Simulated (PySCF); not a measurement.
Compound: 4H-thiopyran-4-one, C₅H₄OS.
Atom-mapped SMILES: `[O:1]=[c:2]1[cH:3][cH:4][s:5][cH:6][cH:7]1` (hydrogens: H8 on C3; H9 on C4; H10 on C6; H11 on C7)

Vertical excitations from PySCF (density fitting, frozen core in the response, grid level 2 and gas phase unless stated; continuum runs use non-equilibrium linear response for the excitations) on a GFN2-xTB geometry. Reference run:

| settings | S1, eV (f) | S2, eV (f) | S3, eV (f) | S4, eV (f) | S5, eV (f) | S6, eV (f) | T1, eV (Tamm–Dancoff) | mean α (au) |
| --- | --- | --- | --- | --- | --- | --- | --- | --- |
| CAM-B3LYP/def2-SVPD, full TDDFT, 8 singlets | 3.98 (0.000) | 5.03 (0.035) | 5.08 (0.300) | 5.32 (0.000) | 6.06 (0.000) | 6.43 (0.002) | 3.24 | 79.8 |

What do these settings give: (1) PBE0/STO-3G, start guess vsap, TDA, 1 singlet; (2) HSE06/pcSseg-1, full TDDFT, 3 singlets?

| settings | S1, eV (f) | S2, eV (f) | S3, eV (f) | S4, eV (f) | S5, eV (f) | S6, eV (f) | T1, eV (Tamm–Dancoff) | mean α (au) |
| --- | --- | --- | --- | --- | --- | --- | --- | --- |
| PBE0/STO-3G, start guess vsap, TDA, 1 singlet | 3.24 (0.000) | – | – | – | – | – | 2.45 | 38.0 |
| HSE06/pcSseg-1, full TDDFT, 3 singlets | 3.73 (0.000) | 4.71 (0.000) | 4.94 (0.037) | – | – | – | – | 68.6 |

(1) S1 moves by -0.74 eV; functional, basis and response scheme change together, so the shift can't be laid on one. (2) S1 moves by -0.25 eV; functional and basis change together, so the shift can't be laid on one. States are counted by energy in each run and needn't keep their character from row to row.

Which orbital pairs make up S1 in each run, and how does it sit against the orbital gap?

| settings | S1 configurations (weight) | S1 (eV) | orbital gap (eV) | S1 − gap (eV) |
| --- | --- | --- | --- | --- |
| CAM-B3LYP/def2-SVPD, full TDDFT, 8 singlets | H−1→L 0.96 | 3.98 | 7.59 | -3.61 |
| PBE0/STO-3G, start guess vsap, TDA, 1 singlet | H→L 0.98 | 3.24 | 5.30 | -2.06 |
| HSE06/pcSseg-1, full TDDFT, 3 singlets | H−1→L 0.98 | 3.73 | 4.66 | -0.93 |

